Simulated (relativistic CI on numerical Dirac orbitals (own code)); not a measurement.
**Au II: calculation against measurement**

Calculated at this level of theory: Dirac-Coulomb-Breit CI, separate exchange-only KLI orbitals for each configuration, model QED (radiative potential, 1s self-energy scaled to tabulated hydrogen-like ionisation energies), valence Slater integrals scaled by 0.85, configuration energies shifted to the measured levels that pair with them (semi-empirical) (own radial code, finite nucleus).

Configurations in the expansion (outside the closed core [Xe] 4f14): 5d¹⁰, 5d⁹6s, 5d⁸6s², 5d⁹6p, 5d⁹7s, 5d⁹6d, 5d⁹7p, 5d⁸6s6p, 5d⁹5f, 5d⁹7d, 5d⁹6f, 5d⁹5g, 5d⁹7f, 5d⁹6g, 5d⁸6s7s, 5d⁸6p². Levels of other configurations are missing.

| Configuration | Term (tabulated) | J | Measured (cm⁻¹) | Computed | Error | Purity (%) |
| --- | --- | --- | --- | --- | --- | --- |
| 5d¹⁰ | 1S | 0 | 0.0 | 0 | 0 | 98 |
| 5d⁹6s | (5/2,1/2) | 3 | 15039.6 | 15330 | 290 | 99 |
| 5d⁹6s | (5/2,1/2) | 2 | 17640.6 | 18021 | 380 | 60 |
| 5d⁹6s | (3/2,1/2) | 1 | 27765.8 | 27320 | -446 | 99 |
| 5d⁹6s | (3/2,1/2) | 2 | 29621.2 | 29331 | -290 | 54 |
| 5d⁸6s² | 3F | 4 | 40478.8 | 39925 | -554 | 93 |
| 5d⁸6s² | 3F | 3 | 52176.5 | 50925 | -1251 | 97 |
| 5d⁸6s² | 3P | 0 | 58550.2 | 59301 | 751 | 81 |
| 5d⁸6s² | 3P | 1 | 61749.4 | 62303 | 554 | 97 |
| 5d⁹6p | (5/2,1/2)° | 2 | 63053.3 | 64058 | 1005 | 73 |
| 5d⁹6p | (5/2,1/2)° | 3 | 65003.6 | 66716 | 1713 | 49 |
| 5d⁹6p | (5/2,3/2)° | 4 | 72495.1 | 72321 | -174 | 93 |
| 5d⁹6p | (5/2,3/2)° † | 2 | 73178.3 | 73263 | 84 | 36 |
| 5d⁹6p | (5/2,3/2)° † | 1 | 73403.8 | 73141 | -263 | 66 |
| 5d⁹6p | (5/2,3/2)° | 3 | 74791.5 | 74693 | -98 | 66 |
| 5d⁹6p | (3/2,1/2)° | 2 | 76659.7 | 77332 | 672 | 59 |
| 5d⁹6p | (3/2,1/2)° | 1 | 81659.8 | 82695 | 1035 | 47 |
| 5d⁹6p | (3/2,3/2)° | 0 | 82613.8 | 81331 | -1283 | 91 |
| 5d⁹6p | (3/2,3/2)° † | 3 | 85700.2 | 84894 | -806 | 41 |
| 5d⁹6p | (3/2,3/2)° † | 1 | 85707.6 | 85625 | -83 | 71 |
| 5d⁹6p | (3/2,3/2)° | 2 | 86565.7 | 87195 | 629 | 26 |
| 5d⁹7s | (5/2,1/2) | 3 | 108173.0 | 108608 | 435 | 97 |
| 5d⁹7s | (5/2,1/2) | 2 | 108631.4 | 109139 | 508 | 55 |
| 5d⁹7s | (3/2,1/2) | 1 | 120822.9 | 120317 | -506 | 95 |
| 5d⁹7s | (3/2,1/2) | 2 | 121118.8 | 120684 | -435 | 53 |

Measured levels from NIST Handbook of Basic Atomic Spectroscopic Data (Sansonetti and Martin, J. Phys. Chem. Ref. Data 34, 1559 (2005)); pairs were made by configuration, J and term (by order where the table uses no LS term), so strongly mixed levels may be paired wrongly.

Mean error by configuration (cm⁻¹): 5d⁹6s -16; 5d⁸6s² -125; 5d⁹6p 437; 5d⁹7s 0. Over the excited levels the mean absolute error is 651 cm⁻¹ (24 of the 31 excited levels that our extract of the source holds in range could be paired, and the others can miss by more), and the median relative error of those above 1,000 cm⁻¹ is 1.1 %, both after the shifts were fitted to these levels, so that a configuration with one level shows no error. † marks terms whose computed intervals miss the measured ones by more than a factor of 2.5, or configurations far off the rest, from wrong mixing, a near crossing or a doubtful label or measurement; they are left out of the means.

Configurations whose levels could be paired with our table of measured levels were shifted onto them, all but the ground configuration, by the median error of their levels; single terms can still be off by 1,000 to 2,000 cm⁻¹ or more, and rates follow the energies as ν³ (E1, M1) or ν⁵ (E2). The others borrow a shift and can be off by several thousand cm⁻¹ or more. The fine structure of a lone outer electron comes out too small, for d and f at times inverted, and misplaced configurations move strength between like terms. 24 of the 31 excited levels that our extract of the measured tables holds in this range could be paired (the sources list more); they are missed by 594 cm⁻¹ on average and 1713 at most, after the shifts were fitted to these levels, and levels without a partner can miss by more.

Shifts applied (cm⁻¹): 5d¹⁰ 0; 5d⁹6s -2556; 5d⁸6s² -6602; 5d⁹6p 319; 5d⁹7s 3283.
